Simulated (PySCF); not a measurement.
trans-1,3,3,3-tetrafluoropropene (C₃H₂F₄), SMILES C(F)(/C=C/F)(F)F. Atoms are numbered in the order given.

```xyz
9

F      0.1612    -2.8433     0.0000
C     -0.2844    -1.5938     0.0000
C      0.5423    -0.5540     0.0000
C      0.0330     0.8517     0.0000
F      0.4634     1.5245    -1.0784
F      0.4634     1.5245     1.0784
F     -1.3096     0.9039     0.0000
H     -1.3765    -1.5230     0.0000
H      1.6267    -0.6874     0.0000
```
Charge 0, spin multiplicity 1.

The structure is a stationary point at ωB97X-D3(BJ)/def2-SVP.

Computed with TDA-M06-2X/def2-SVPD run with PySCF 2.14.0.

Vertical excitations. The molecule is in vacuum. State labels are in the subgroup Cs.

```
state  symmetry  energy (eV)  λ (nm)      f                                                             main pairs
-----  --------  -----------  ------  -----  ---------------------------------------------------------------------
S1           A"         8.14     152  0.021                                     HOMO→LUMO+1 68 %, HOMO→LUMO+2 21 %
S2           A'         8.27     150  0.508                                                         HOMO→LUMO 92 %
S3           A"         8.47     146  0.027  HOMO→LUMO+2 48 %, HOMO→LUMO+1 21 %, HOMO→LUMO+3 11 %, HOMO→LUMO+4 9 %
S4           A"         8.69     143  0.002                                     HOMO−1→LUMO 64 %, HOMO−2→LUMO 24 %
S5           A"         9.11     136  0.000                                                       HOMO→LUMO+3 76 %
S6           A"         9.50     130  0.004                                     HOMO−2→LUMO 68 %, HOMO−1→LUMO 26 %
S7           A"         9.74     127  0.010                                     HOMO→LUMO+4 61 %, HOMO→LUMO+2 18 %
S8           A'        10.34     120  0.006                                     HOMO→LUMO+5 83 %, HOMO→LUMO+8 13 %
S9           A"        10.56     117  0.001                                                       HOMO→LUMO+6 80 %
S10          A"        10.72     116  0.052                                    HOMO→LUMO+7 61 %, HOMO→LUMO+10 11 %
T1           A'         4.76     260      0                                                         HOMO→LUMO 97 %
T2           A"         8.04     154      0                                     HOMO→LUMO+1 51 %, HOMO→LUMO+2 29 %
T3           A"         8.34     149      0                                     HOMO−1→LUMO 61 %, HOMO−2→LUMO 31 %
T4           A"         8.45     147      0  HOMO→LUMO+2 38 %, HOMO→LUMO+1 35 %, HOMO→LUMO+4 10 %, HOMO→LUMO+3 8 %
```
Triplets are in the Tamm–Dancoff approximation.
